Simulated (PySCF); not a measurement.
Job file and geometry (Å, from GFN2-xTB) of an NMR shielding run on `InChI=1S/C2H13O2PSi3/c1-7(2)4-8(5)3-6/h7-8H,5H2,1-2,6H3/t8-/m0/s1`, GIAO PBE0/pcSseg-1 NMR shielding, non-relativistic, gas phase (PySCF); density fitting, a coarse starting grid and PySCF grid level 2 are the driver's defaults:

```
$ OMP_NUM_THREADS=1 python probes_run.py task.json out

{"job": {"kind": "nmr", "xc": "PBE0", "basis": "pcSseg-1"}, "charge": 0, "multiplicity": 1}
C     -1.686910    -1.485172     1.359558
Si    -1.707937    -0.387120    -0.189323
C     -1.837946     1.451187     0.266532
O     -0.330661    -0.645445    -1.035383
Si     1.222369    -0.290438    -1.286657
P      1.360225     1.766342    -2.135920
O      2.069382    -0.241709     0.091191
Si     2.198735    -0.319064     1.702335
H     -2.613645    -1.396411     1.917505
H     -0.869685    -1.219995     2.025985
H     -1.562142    -2.530769     1.093643
H     -2.727017    -0.803555    -1.159810
H     -1.711076     2.075332    -0.613816
H     -2.796013     1.695929     0.714372
H     -1.061326     1.733380     0.973058
H      1.726686    -1.437832    -2.027860
H      2.685227     1.653845    -2.521210
H      0.891346     1.408174    -3.389473
H      3.611932    -0.038351     1.935950
H      1.808985    -1.661601     2.133999
H      1.320552     0.690215     2.299556
```

Q: Write the output of this run.

A: 
```
coarse grid: 18904 points
cycle   1  E = -1443.3866608240  dE =  6.948e-01  |g| = 1.088e+00  |ddm| = 4.145e+00
cycle   2  E = -1443.0829696367  dE =  3.037e-01  |g| = 1.664e+00  |ddm| = 2.224e+00
cycle   3  E = -1443.5974013969  dE = -5.144e-01  |g| = 1.465e-01  |ddm| = 1.593e+00
cycle   4  E = -1443.6016620333  dE = -4.261e-03  |g| = 5.068e-02  |ddm| = 1.736e-01
cycle   5  E = -1443.6022928530  dE = -6.308e-04  |g| = 8.214e-03  |ddm| = 4.678e-02
cycle   6  E = -1443.6023059660  dE = -1.311e-05  |g| = 3.539e-03  |ddm| = 1.084e-02
cycle   7  E = -1443.6023079702  dE = -2.004e-06  |g| = 1.172e-03  |ddm| = 3.229e-03
final grid: 162376 points
cycle   8  E = -1443.6681125832  dE = -2.492e-05  |g| = 1.180e-02  |ddm| = 2.840e-02
cycle   9  E = -1443.6680861118  dE =  2.647e-05  |g| = 1.687e-02  |ddm| = 1.981e-02
cycle  10  E = -1443.6681388179  dE = -5.271e-05  |g| = 1.329e-03  |ddm| = 1.219e-02
cycle  11  E = -1443.6681391993  dE = -3.814e-07  |g| = 1.521e-04  |ddm| = 1.334e-03
cycle  12  E = -1443.6681392047  dE = -5.371e-09  |g| = 4.728e-05  |ddm| = 1.851e-04
cycle  13  E = -1443.6681392051  dE = -4.425e-10  |g| = 1.562e-05  |ddm| = 5.956e-05
converged SCF energy = -1443.6681392051

GIAO shielding tensors (ppm)
atom      isotropic    diamagn.    paramagn.     s11        s22        s33       span
  0 C      184.247     257.077     -72.830    174.111    186.445    192.185     18.074
  1 Si     350.957     882.345    -531.388    311.260    363.680    377.931     66.671
  2 C      184.424     257.922     -73.498    174.828    187.682    190.762     15.934
  3 O      239.181     404.982    -165.801    194.031    238.689    284.822     90.791
  4 Si     373.983     882.511    -508.528    353.713    363.774    404.463     50.750
  5 P      601.684     969.514    -367.830    543.350    627.379    634.324     90.974
  6 O      279.339     403.720    -124.381    227.268    276.319    334.429    107.162
  7 Si     393.648     881.148    -487.500    360.413    363.616    456.915     96.502
  8 H       31.747      30.016       1.730     27.345     28.669     39.226     11.881
  9 H       31.223      35.773      -4.550     26.932     29.906     36.831      9.899
 10 H       31.109      31.743      -0.634     27.118     28.311     37.899     10.781
 11 H       26.498      29.819      -3.322     22.999     24.535     31.960      8.961
 12 H       31.086      32.976      -1.890     26.038     29.922     37.300     11.262
 13 H       31.682      30.310       1.372     27.126     28.420     39.502     12.376
 14 H       31.202      35.837      -4.634     27.969     29.692     35.946      7.977
 15 H       26.122      30.014      -3.891     22.585     23.444     32.338      9.752
 16 H       30.585      29.637       0.948     25.114     27.521     39.119     14.005
 17 H       30.646      30.455       0.191     25.339     27.867     38.731     13.392
 18 H       26.611      29.028      -2.416     22.749     24.723     32.363      9.614
 19 H       26.497      31.133      -4.636     23.232     25.298     30.960      7.729
 20 H       26.491      32.573      -6.082     23.188     26.111     30.173      6.985
```

Size and cost of the density-fitted run: 229 basis functions, 2.4 min wall time on 1 thread of an Intel Xeon, shared host; peak memory 1.1 GiB.
